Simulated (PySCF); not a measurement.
# Correlation energy of Ru (ruthenium, neutral)

[Kr] 4d8, high-spin 3F determinant (an excited configuration). Computed with PySCF 2.14 in def2-QZVPPD with the def2 core potential (28 electrons) (7s5p4d4f2g, 88 functions), with a scalar-relativistic core potential. Frozen: nothing; 16 electrons correlated.

MP2 pair energies summed by pair of shells (mhartree):

```tsv
pair	energy	share (%)
4d-4d	-237.69	42.0
4p-4d	-189.28	33.5
4p-4p	-69.44	12.3
4s-4p	-33.11	5.9
4s-4d	-30.73	5.4
4s-4s	-5.52	1.0
```

Total MP2 correlation energy: -565.76 mhartree.

Same-spin part -174.41 and opposite-spin part -391.35 mhartree; SCS-MP2 scales them by 1/3 and 6/5 to -527.76 mhartree.

The basis has no tight functions for the innermost shells, so their pair energies are far from complete.

This basis was not built for core-valence correlation, so the inner-shell part is incomplete.
